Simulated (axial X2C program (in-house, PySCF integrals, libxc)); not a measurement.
## RuSi⁺: from the spin-free to the two-component result

Calculated with an axial X2C code built on PySCF integrals. Spin-free means the one-electron spin-free X2C Hamiltonian; two-component (2c) means X2C with spin–orbit coupling and atomic mean-field two-electron Coulomb and Gaunt terms, so the difference of the two also holds small scalar two-electron terms. Basis: Ru dyall-cv3z [12s12p8d5f3g], Si dyall-v3z [8s7p2d1f] (cores contracted in-house); Gaussian nuclei, density fitting, unrestricted open shells. Masses: Ru 101.904 u, Si 27.977 u.

Spin-free state: M_S = 1/2, Λ = 2 (beyond evenly filled blocks: δ+α, δ+β, δ-α); fragments Ru+ + Si.

| level | Re (Å) | ωe (cm⁻¹) | De (eV) | μ (D) |
| --- | --- | --- | --- | --- |
| PBE0 | 2.061 | 504.8 | 3.891 | 1.09 |
| r2SCAN | 2.067 | 518.3 | 4.094 | 0.93 |

Dipoles are positive if Si is the positive end and refer to the centre of mass.

(1) Within this multiplet, which Ω should lie lowest by the rule for regular and inverted multiplets?

Two-component determinant lowest at the distance of the search:

Ω = 5/2 (⟨Sz⟩ = 0.50, ⟨Lz⟩ = 2.00 at PBE0); fragments Ru+ + Si.

| level | Re (Å) | ωe (cm⁻¹) | μ (D) |
| --- | --- | --- | --- |
| PBE0 | 2.062 | 503.7 | 1.08 |
| r2SCAN | 2.068 | 517.8 | 0.92 |

(2) From the two tables, how do the constants change at the PBE0 level (2c against spin-free)?

Dissociation energies refer to the lowest single-determinant-based atoms at the same level and basis. De is not given where an atomic determinant may have missed its ground term or J level, or where the truncated virtual space spoils (T). Density functionals use the spin component along the axis (collinear). Without a current term, density functionals place determinants with orbital angular momentum somewhat too high. The state is one determinant with fixed occupations, lowest in a PBE0 search at one distance only: followed along the bond, the spin-free determinant M_S = 3/2, Λ = 0 reaches 0.04 eV lower at PBE0, at Re = 2.140 Å, so the state shown is not the lowest. At some level and bond length an empty orbital lies below a filled one. The determinant is spin-polarised beyond a pure state at some levels (its spin-free form has ⟨S²⟩ too high), which makes Re and μ there less reliable.

Answers

(1) The open δ shell holds three electrons, one hole, so the multiplet is inverted: Ω = Λ + 1/2 = 5/2. The PBE0 2c search agrees.

(2) At the PBE0 level Re rises by 0.001 Å and ωe drops by 1.1 cm⁻¹.
